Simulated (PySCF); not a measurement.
Geometry:
```tsv
atom	x (Å)	y (Å)	z (Å)
B1	0.675	0.785	1.070
C2	1.586	0.192	-0.047
C3	0.607	-0.985	-0.402
C4	-0.821	-0.543	-0.750
C5	-1.444	0.351	0.335
N6	-0.529	1.461	0.639
H7	0.708	0.344	2.202
H8	2.563	-0.219	0.243
H9	1.710	0.834	-0.935
H10	0.564	-1.684	0.452
H11	1.031	-1.564	-1.238
H12	-0.803	0.025	-1.699
H13	-1.452	-1.429	-0.934
H14	-1.605	-0.234	1.257
H15	-2.433	0.729	0.022
H16	-0.373	1.956	-0.239
```

Geometry: PBE0-D3(BJ)/def2-SVP; GIAO shifts from PySCF 2.14.0 with density-fitted response routines, gas phase, non-relativistic, averaged over equivalent atoms.

At PBE0/pcSseg-1 (152 basis functions, 16 s wall time on 1 thread of an Arm Neoverse V1, shared host):
```
  atoms  δ (ppm)
     B1     64.7
     C5     53.7
     C2     35.6
     C4     34.2
     C3     26.2
     N6    105.4
     H7     6.12
H14/H15     3.31
H10/H11     1.61
  H8/H9     1.43
    H16     1.16
H12/H13     0.99
```

δ = σ(ref) − σ, references computed at the same level: BF3·OEt2 for ¹¹B (σ = 100.73 ppm); ¹³C (σ = 184.41 ppm), ¹H (σ = 31.27 ppm) vs TMS; ¹⁵N (σ = 265.67 ppm) vs NH3.

**Question.** What do these become at HF/pcSseg-2?

**Answer.** 
```
  atoms  δ at HF/pcSseg-2  change
     B1              62.4    -2.3
     C5              46.6    -7.1
     C2              29.8    -5.8
     C4              32.7    -1.5
     C3              23.0    -3.2
     N6              72.1   -33.3
     H7              5.57   -0.55
H14/H15              2.87   -0.44
H10/H11              1.47   -0.14
  H8/H9              1.16   -0.27
    H16              0.66   -0.50
H12/H13              1.02   +0.03
```

Chemical shifts δ = σref − σ; BF3·OEt2 for ¹¹B (114.51 ppm); ¹³C (191.47 ppm), ¹H (31.68 ppm) vs TMS; ¹⁵N (260.75 ppm) against NH3, all at this level.

The largest change is at N6 (nitrogen bonded to C, B, H, in a 6-membered ring). Cost: 356 basis functions, 42 s wall time on 1 thread of an Arm Neoverse V1, shared host. The order of the carbon signals changes between the two levels.

A carbon bonded to boron is broadened by the quadrupolar boron nucleus and is often missing from a measured spectrum. Experimental scales use liquid or dissolved standards, which lie at an offset from isolated NH3 (liquid NH3: subtract about 20 ppm).
